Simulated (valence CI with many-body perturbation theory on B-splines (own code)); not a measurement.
Results of a calculation; reference values are marked as such.
Hyperfine factors and g values of Re LXXI

Level of theory: relativistic CI+MBPT: three valence electrons over a frozen Dirac-Fock core [He], a basis of 11 s, 11 p, 10 d, 8 f, 5 g, 2 h functions for each j, with the one-electron correlation potential Σ1 (screened to all orders), the two-electron term Σ2, the three-electron term Σ3, Breit, model QED; selected single and double excitations, second order for the rest, scaled by the run's own slope (own B-spline code, finite nucleus).

No measured spectrum was set against this ion. As an estimate, large intervals hold to a few tenths of a per cent, small ones and those within an open d or f shell to about a per cent.

A/g_I is the dipole constant over the nuclear g factor μ/I (μ in nuclear magnetons, uniformly magnetised nucleus), B/Q the quadrupole constant per barn. Both hold the static response of the core; the bare values leave it out. Large factors of s and p1/2 electrons are usually good to 5 to 10 %; those of open d and f shells near neutrality can be off by tens of per cent, and small factors of p3/2, d and f electrons come from cancelling terms and can be off by a factor of two or in sign, in half-filled shells by more. B is blank for J = 1/2, where it vanishes, and for nearly pure S terms. Energies count from the lowest level.

Levels are named by their leading jj configuration (3d3/2^4 stands for four electrons in 3d with j = 3/2), which in mixed levels can hold well under half, so a name can repeat and another be missing. Letters in brackets count levels of one name in rising energy.

```
                     Level  E (× 10³ cm⁻¹)      g  A/g_I (MHz)  A/g_I bare  B/Q (MHz/b)  B/Q bare
        (2s^2 2p1/2) J=1/2            0.00  0.614      8170000     8140000                       
        (2s 2p1/2^2) J=1/2          2239.9  2.021     2.46e+07    2.44e+07                       
        (2s^2 2p3/2) J=3/2           12547  1.296       894000      913000      1780000   1780000
(2s 2p1/2 2p3/2) J=3/2 [a]           14127  1.616      5870000     5830000      1400000   1400000
    (2s 2p1/2 2p3/2) J=5/2           14457  1.303      7120000     7070000      1550000   1560000
    (2s 2p1/2 2p3/2) J=1/2           15057  1.270     -9420000    -9280000                       
(2s 2p1/2 2p3/2) J=3/2 [b]           15073  0.972        30600       73900       888000    889000
     (2p1/2^2 2p3/2) J=3/2           17394  1.309       835000      874000      1720000   1720000
        (2s 2p3/2^2) J=5/2           26817  1.415      5700000     5670000       215000    215000
        (2s 2p3/2^2) J=1/2           27717  1.917     2.49e+07    2.47e+07                       
        (2s 2p3/2^2) J=3/2           27722  1.166     -3920000    -3840000      -168000   -168000
     (2p1/2 2p3/2^2) J=3/2           29532  1.431      -619000     -563000        84900     85000
     (2p1/2 2p3/2^2) J=5/2           29715  1.160      2320000     2340000        -5050     -5060
     (2p1/2 2p3/2^2) J=1/2           30192  0.614      8210000     8160000                       
           (2p3/2^3) J=3/2           42434  1.285       865000      902000     -1810000  -1810000
           (2s^2 3s) J=1/2           88478  1.980      7350000     7290000                       
        (2s^2 3p1/2) J=1/2           89217  0.657      2470000     2460000                       
   (2s 2p1/2 3s) J=1/2 [a]           89976  2.348     1.41e+07    1.40e+07                       
       (2s 2p1/2 3s) J=3/2           90206  1.526     1.35e+07    1.34e+07      -127000   -127000
   (2s 2p1/2 3s) J=1/2 [b]           90463  0.692     1.28e+07    1.27e+07                       
(2s 2p1/2 3p1/2) J=1/2 [a]           90599  0.260     -1410000    -1370000                       
    (2s 2p1/2 3p1/2) J=3/2           90834  1.082     1.19e+07    1.18e+07      -124000   -124000
(2s 2p1/2 3p1/2) J=1/2 [b]           91213  1.906     2.51e+07    2.49e+07                       
        (2p1/2^2 3s) J=1/2           92659  1.976      6940000     6870000                       
        (2s^2 3p3/2) J=3/2           92921  1.318       294000      300000       544000    545000
     (2p1/2^2 3p1/2) J=1/2           93243  0.642      2420000     2410000                       
        (2s^2 3d3/2) J=3/2           93403  0.784       177000      177000       103000    104000
        (2s^2 3d5/2) J=5/2           94378  1.194       554000      550000       157000    158000
(2s 2p1/2 3p3/2) J=3/2 [a]           94406  1.386      1130000     1130000       537000    538000
    (2s 2p1/2 3p3/2) J=5/2           94687  1.302      6300000     6250000       385000    386000
(2s 2p1/2 3p3/2) J=3/2 [b]           94702  1.241      3750000     3730000       210000    210000
    (2s 2p1/2 3p3/2) J=1/2           94740  1.334    -1.04e+07   -1.03e+07                       
(2s 2p1/2 3d3/2) J=3/2 [a]           94789  0.571     -2090000    -2060000       107000    108000
    (2s 2p1/2 3d3/2) J=5/2           95046  0.999      6670000     6610000       -12100    -11500
(2s 2p1/2 3d3/2) J=3/2 [b]           95195  1.151      6670000     6600000       110000    110000
    (2s 2p1/2 3d3/2) J=1/2           95227  0.437    -1.07e+07   -1.06e+07                       
(2s 2p1/2 3d5/2) J=5/2 [a]           95866  1.299      1560000     1540000       118000    119000
    (2s 2p1/2 3d5/2) J=7/2           96109  1.219      4800000     4750000       -16600    -15900
(2s 2p1/2 3d5/2) J=5/2 [b]           96206  1.074       534000      535000       202000    203000
    (2s 2p1/2 3d5/2) J=3/2           96211  1.120     -6280000    -6230000        59400     60000
```

Q: Take the isotope of mass number 185, with I = 5/2, μ = 3.176 μN and Q = 2.07 b. What is the hyperfine structure of (2p1/2^2 2p3/2) J=3/2?

A: From the table A = 1060000 MHz, B = 3560000 MHz. Shifts from the centre of gravity in MHz: F = 1: -3070000, F = 2: -3800000, F = 3: -2220000, F = 4: 4860000.
